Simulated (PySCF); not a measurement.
Species: CH8GeOSi.
Numbering: `[CH3:1][GeH2:2][O:3][SiH3:4]` (hydrogens: H5, H6, H7 on C1; H8, H9 on Ge2; H10, H11, H12 on Si4)

Computed, not measured: core-valence-separated Tamm–Dancoff BHandHLYP/aug-pcX-1 (pcseg-1 on H, def2-SVPD on Ge, def2-SVPD on Si) in PySCF, non-relativistic, gas phase, PBE0-D3(BJ)/def2-SVP geometry. BHandHLYP without relativity tends to put these K edges a few eV too low, so spacings mean more than positions.

List the oxygen K-edge absorption lines.

```
E (eV)       f  core hole on  main final orbital
531.61  0.0101            O3       LUMO+1 (47 %)
532.98  0.0272            O3              spread
533.48  0.0126            O3       LUMO+5 (43 %)
533.65  0.0133            O3              spread
533.89  0.0089            O3       LUMO+2 (32 %)
534.24  0.0024            O3              spread
534.60  0.0008            O3              spread
```

The first line with a tenth or more of the strongest one's intensity is at 531.61 eV (f = 0.010), with the hole on O3 (oxygen bonded to Ge and Si). The strongest listed is at 532.98 eV (f = 0.027; O3).

Give energies, oscillator strengths and core holes at the C K edge.

```json
{"E (eV)": "285.36", "f": "0.0006", "core hole on": "C1", "main final orbital": "LUMO (55 %)"}
{"E (eV)": "285.91", "f": "0.0166", "core hole on": "C1", "main final orbital": "LUMO+1 (52 %)"}
{"E (eV)": "286.01", "f": "0.0347", "core hole on": "C1", "main final orbital": "LUMO+2 (36 %)"}
{"E (eV)": "286.25", "f": "0.0332", "core hole on": "C1", "main final orbital": "LUMO+4 (37 %)"}
{"E (eV)": "286.46", "f": "0.0226", "core hole on": "C1", "main final orbital": "spread"}
{"E (eV)": "287.04", "f": "0.0079", "core hole on": "C1", "main final orbital": "LUMO+5 (43 %)"}
{"E (eV)": "287.51", "f": "0.0006", "core hole on": "C1", "main final orbital": "LUMO+10 (36 %)"}
```

The first line with a tenth or more of the strongest one's intensity is at 285.91 eV (f = 0.017), with the hole on C1 (sp3 carbon bound to germanium). The strongest listed is at 286.01 eV (f = 0.035; C1).

Roots within 0.03 eV whose holes lie on the same, on equivalent or on shared atoms are summed into one line, and the highest roots are left out, as the search may have cut off their partners. Final orbitals are the ground state's empty Kohn–Sham orbitals.

What length of transition dipole belongs to the line at 532.98 eV?

From f = (2/3) ΔE |μ|² in atomic units, with ΔE = 19.587 Eh and f = 0.0272: |μ| = 0.046 au = 0.12 D.

Only the lowest roots of each edge were sought. The BHandHLYP/aug-pcX-1 (pcseg-1 on H, def2-SVPD on Ge, def2-SVPD on Si) calculation is non-relativistic and has no spin–orbit coupling, an omission that weighs most on germanium.

Shape of the structure used: `[CH3:1][GeH2:2][O:3][SiH3:4]`: C1–Ge2–O3–Si4 -65°.

One conformer stands for the species.
